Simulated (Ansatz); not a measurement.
Total energies of the cluster Si5Te3 (the lowest singlet isomer of a short search) from Ansatz at PBE0-D4/def2-TZVPD, gas phase (1 Eh = 27.2114 eV = 2625.5 kJ/mol). The reference geometry is relaxed at PBE-D4/def2-SVP.

```xyz
8

Si    1.349    0.881   -1.557
Si   -0.637   -0.813   -1.886
Si   -0.059    0.118    2.372
Si   -1.945    0.784    1.115
Si    1.410   -1.536   -0.524
Te   -1.101   -1.730    0.736
Te    2.107    0.576    0.949
Te   -1.125    1.720   -1.205
```

```
                 state   geometry  energy (Eh)
      charge 0 singlet  reference  -2251.17592
     charge -1 doublet  reference  -2251.23675
free Si atom (triplet)          –   -289.24952
free Te atom (triplet)          –   -267.99474
```

In the def2 sets Te takes a core potential; there is no spin–orbit coupling.

Work out the vertical electron affinity, to the doublet.

E(charge 0 singlet) − E(charge -1 doublet) = -2251.17592 − (-2251.23675) = 0.06083 Eh = 1.66 eV.

What is the binding energy per atom against free atoms?

Atoms: 5 × (-289.24952) + 3 × (-267.99474) = -2250.23182 Eh. Binding: -2250.23182 − (-2251.17592) = 0.94410 Eh = 25.69 eV, or 3.21 eV for each of 8 atoms (no zero-point energy, no counterpoise term).

The structure comes from a short search, and lower isomers may exist.
